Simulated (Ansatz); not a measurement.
Gas-phase electronic energies from Ansatz, PBE0-D4/def2-TZVP geometries. CCSD(T)/CBS adds triple-zeta CCSD(T) − MP2 to the extrapolated MP2 energy (def2 sets, frozen cores). This one scheme is used for every species. Double bonds are as drawn, so ΔE can hold a change between cis and trans. DFT in def2-TZVPP. B3LYP here is the variant with VWN-RPA as its local correlation; programs differ in this. Each species was taken in one conformer, which may not be the lowest.

Consider the substitution at a C–Si bond: `F/C=C/[SiH3]` + `[AlH2][SH]` → `F/C=C/[S][AlH2]` + SiH₄.

```json
{"level": "PBE-D4", "ΔE (kJ/mol)": "53.6", "difference from CCSD(T)/CBS": "-12.7"}
{"level": "r2SCAN-D4", "ΔE (kJ/mol)": "58.7", "difference from CCSD(T)/CBS": "-7.6"}
{"level": "PBE0-D4", "ΔE (kJ/mol)": "57.3", "difference from CCSD(T)/CBS": "-9.0"}
{"level": "B3LYP-D4", "ΔE (kJ/mol)": "67.6", "difference from CCSD(T)/CBS": "1.3"}
{"level": "ωB97X-V", "ΔE (kJ/mol)": "63.4", "difference from CCSD(T)/CBS": "-2.9"}
{"level": "SCS-MP2/def2-TZVPP", "ΔE (kJ/mol)": "65.4", "difference from CCSD(T)/CBS": "-0.9"}
{"level": "CCSD/def2-TZVPP", "ΔE (kJ/mol)": "71.5", "difference from CCSD(T)/CBS": "5.2"}
{"level": "HF/def2-QZVPP", "ΔE (kJ/mol)": "88.4", "difference from CCSD(T)/CBS": "22.1"}
{"level": "MP2/def2-QZVPP", "ΔE (kJ/mol)": "61.2", "difference from CCSD(T)/CBS": "-5.1"}
{"level": "MP2/CBS(def2)", "ΔE (kJ/mol)": "61.3", "difference from CCSD(T)/CBS": "-5.0"}
{"level": "CCSD(T)/CBS", "ΔE (kJ/mol)": "66.3", "difference from CCSD(T)/CBS": "0"}
```

Largest T1 diagnostic among the species: 0.013.

In def2-TZVPP, CCSD(T) changes the Hartree–Fock value by −22.2 kJ/mol (the triples alone add −5.7 kJ/mol) and MP2 by −27.2 kJ/mol. The D4 term adds −5.9 kJ/mol with B3LYP and −3.0 kJ/mol with PBE0; it sums over pairs of atoms, weighted by their polarisabilities, and B3LYP, whose exchange is more repulsive, gets the larger term. From PBE to PBE0 (25 % exact exchange), in def2-TZVPP and without D4, ΔE moves by +3.1 kJ/mol.
